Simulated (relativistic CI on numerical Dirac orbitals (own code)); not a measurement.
Hyperfine structure of Bi⁸⁺, mass number 207

Computed by Dirac-Coulomb-Breit CI, separate exchange-only KLI orbitals for each configuration, QED by a radiative potential, unscaled Slater integrals (own radial code, finite nucleus).

CI space (outside the closed core [Kr] 4d10 4f14): 5s2 5p6 5d7, 5s2 5p6 5d6 6s, 5s2 5p6 5d6 5f, 5s2 5p5 5d8, 5s2 5p6 5d5 6s2, 5s2 5p6 5d6 6p, 5s2 5p6 5d6 5g, 5s2 5p6 5d5 6s 6p, 5s2 5p4 5d9, 5s2 5p6 5d6 6d, 5s2 5p6 5d5 6p2, 5s2 5p6 5d6 7s, 5s 5p6 5d8, 5s2 5p6 5d6 7p, 5s2 5p5 5d6 6s2, 5p6 5d9. Levels of other configurations are missing.

Nuclear spin I = 9/2, μ = 4.0729 μN, Q = -0.76 b (tables of Stone and Pyykkö). The electronic factors are computed for point nuclear moments, without core polarisation or the Bohr-Weisskopf and QED corrections.

```json
{"Level": "5s2 5p6 5d7 4F_9/2", "E (cm⁻¹)": "0.0", "A (MHz)": "1569", "B (MHz)": "-872"}
{"Level": "5s2 5p6 5d7 4F_7/2", "E (cm⁻¹)": "23071.3", "A (MHz)": "1766", "B (MHz)": "-1070"}
{"Level": "5s2 5p6 5d7 4P_5/2", "E (cm⁻¹)": "35325.6", "A (MHz)": "710.5", "B (MHz)": "2200"}
{"Level": "5s2 5p6 5d7 4P_1/2", "E (cm⁻¹)": "39313.7", "A (MHz)": "-1272", "B (MHz)": ""}
{"Level": "5s2 5p6 5d7 2H_11/2", "E (cm⁻¹)": "47222.9", "A (MHz)": "2347", "B (MHz)": "4780"}
{"Level": "5s2 5p6 5d7 2G_7/2", "E (cm⁻¹)": "49240.9", "A (MHz)": "2749", "B (MHz)": "842"}
{"Level": "5s2 5p6 5d7 2D_5/2", "E (cm⁻¹)": "59249.8", "A (MHz)": "2219", "B (MHz)": "-1740"}
{"Level": "5s2 5p6 5d7 2F_5/2", "E (cm⁻¹)": "59808.9", "A (MHz)": "2605", "B (MHz)": "73.9"}
```

Levels with J = 0, under 50 % of one LS term, or S terms without an open s electron are left out. Small factors come from cancelling terms and can be off by tens of per cent or more.

At this charge configurations can still be misplaced by up to about 7 % of their energy. Terms inside the open d or f shell come out 10 to 20 % too wide with unscaled integrals. Levels and lines within the n = 5 or 6 shells can be off by up to 10 % or somewhat more, and those that change n by about 2 %, since core polarisation is missing.

Give the hyperfine levels of 5s2 5p6 5d7 4F_9/2 relative to its centre of gravity.

With K = F(F + 1) − I(I + 1) − J(J + 1), E = AK/2 + B[¾K(K + 1) − I(I + 1)J(J + 1)]/[2I(2I − 1)J(2J − 1)]: F = 0: -39230, F = 1: -37620, F = 2: -34390, F = 3: -29560, F = 4: -23150, F = 5: -15180, F = 6: -5690, F = 7: 5293, F = 8: 17720, F = 9: 31560 MHz.

LS names give the leading component of a level, which can be under half, so a name can repeat, a term be missing and a line seem to break the LS rules.
